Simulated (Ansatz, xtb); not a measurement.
**A geometry optimisation of F2GaNO2 with r2SCAN-D4/def2-SVP**

The starting geometry of this gas-phase singlet has its atoms placed at random.

```tsv
atom	x (Å)	y (Å)	z (Å)
F	-0.0383	1.0513	-1.4786
F	1.2378	1.5685	0.8165
Ga	0.5379	-0.4934	-0.5693
N	-1.3343	-0.4595	-1.6766
O	0.0436	1.7630	0.3861
O	1.1720	1.3457	-0.9095
```

Guess where an optimisation with r2SCAN-D4/def2-SVP ends from this start.

It ends as a structure given below by its coordinates. Distances that change by over a tenth: F2–O5 (1.28 → 1.45 Å), Ga3–N4 (2.18 → 1.84 Å). Contacts that open: F1–Ga3 (1.88 → 2.34 Å). Contacts that close: Ga3–O5 (2.50 → 1.82 Å).

The energy falls by 9.05 eV over 17 steps:

| step | E − E(last) (eV) |
| --- | --- |
| 1 | 9.050 |
| 3 | 4.164 |
| 5 | 2.101 |
| 6 | 1.560 |
| 8 | 0.809 |
| 10 | 0.416 |
| 12 | 0.039 |
| 13 | 0.011 |
| 15 | 0.000 |
| 17 | 0.000 |

Final geometry (Å):

```xyz
6

F     0.2151    0.5527   -2.6049
F     1.3183    1.7504    1.2984
Ga   -0.1221    0.5307   -0.2924
N    -0.9639   -0.2891   -1.7046
O     0.1309    0.9283    1.4654
O     1.0403    1.3024   -1.5931
```

From the same start GFN2-xTB reaches the same bonding as this run.

From so rough a start the end depends on the optimiser's path, so another program may land elsewhere. The end wasn't checked by frequencies. Run with Ansatz 0.2.0, 44 s on 1 thread of Intel(R) Xeon(R) 6975P-C (Granite Rapids) (shared host).
